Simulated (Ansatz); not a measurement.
Reactions of `C=[CH][AlH][CH3]`.

Program: Ansatz. Geometries: PBE0-D4/def2-TZVP. ΔE: electronic, gas phase. CCSD(T)/CBS adds triple-zeta CCSD(T) − MP2 to the extrapolated MP2 energy (def2 sets, frozen cores). This one scheme is used for every species. For Ge outer-core shells are correlated without core-valence functions, which leaves a few kJ/mol of doubt a bond. Scalar relativity is left out up to krypton. Each species was taken in one conformer, which may not be the lowest.

Task: Order these by ΔE at CCSD(T)/CBS, lowest first. (An estimate is asked.)
A. `C=[CH][AlH][CH3]` → `C1[CH2][AlH][CH2]1`
B. `C=[CH][AlH][CH3]` + `[F][Ge]([F])([F])[F]` → `C=[CH][AlH][F]` + `[CH3][Ge]([F])([F])[F]`
C. `C=[CH][AlH][CH3]` + `[F][AlH][NH][SiH3]` → `C[N]([SiH3])[AlH][F]` + `C=[CH][AlH2]`
D. `C=[CH][AlH][CH3]` + `[SiH3]Cl` → `C=[CH][AlH][SiH2]Cl` + CH₄
E. `C=[CH][AlH][CH3]` + `BN(C)[SiH2]C` → `[CH3][AlH][SiH2]C` + `BN(C)C=C`
F. `C=[CH][AlH][CH3]` + H₂O → `C=[CH][AlH][OH]` + CH₄
G. `C=[CH][AlH][CH3]` → `C[CH]1[CH2][AlH]1`
H. `C=[CH][AlH][CH3]` + `CCSCN` → `C=[CH][AlH][NH2]` + `CCSCC`

Result: B (-169.2 kJ/mol), F (-146.1 kJ/mol), H (-126.4 kJ/mol), D (-10.8 kJ/mol), A (+29.1 kJ/mol), E (+79.8 kJ/mol), C (+92.2 kJ/mol), G (+125.7 kJ/mol).

Largest T1 diagnostic: 0.013, for `BN(C)C=C`.
